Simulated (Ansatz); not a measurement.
One change: `[NH2][Al]([SH])[SH]` becomes `[NH2][Al]([NH2])[SH]`.

Ansatz, PBE0-D4/def2-TZVP geometries, multiplicity 1. Each molecule was computed in one conformer, which needn't be the lowest.

| property | `[NH2][Al]([SH])[SH]` |
| --- | --- |
| size of the dipole moment (B3LYP/def2-TZVPP) / D | 2.00 |
| LUMO energy (PBE0/def2-TZVPP) / eV | -0.26 |
| HOMO–LUMO gap (ωB97M-V/def2-TZVPP) / eV | 10.93 |
| HOMO–LUMO gap (B3LYP/def2-TZVPP) / eV | 6.65 |
| HOMO–LUMO gap (PBE0/def2-TZVPP) / eV | 7.20 |
| HOMO energy (PBE0/def2-TZVPP) / eV | -7.46 |

Question: Give the same properties after the change, and the shifts. (Estimate.)

Answer: Ansatz gave: 
| property | `[NH2][Al]([NH2])[SH]` | shift |
| --- | --- | --- |
| size of the dipole moment (B3LYP/def2-TZVPP) / D | 2.10 | 0.10 |
| LUMO energy (PBE0/def2-TZVPP) / eV | 0.01 | 0.27 |
| HOMO–LUMO gap (ωB97M-V/def2-TZVPP) / eV | 10.87 | -0.06 |
| HOMO–LUMO gap (B3LYP/def2-TZVPP) / eV | 6.57 | -0.08 |
| HOMO–LUMO gap (PBE0/def2-TZVPP) / eV | 7.13 | -0.07 |
| HOMO energy (PBE0/def2-TZVPP) / eV | -7.12 | 0.34 |

With PBE0 the HOMO rises by 0.34 eV and the LUMO rises by 0.27 eV, so the gap narrows by about 0.07 eV. PBE moves the HOMO by 0.42 eV and ωB97M-V by 0.26 eV. The zero-point energy changes by 42.0 kJ/mol with +3 modes. Dipoles are sizes alone; their direction can turn.

B3LYP here is the variant with VWN-RPA as its local correlation; programs differ in this.
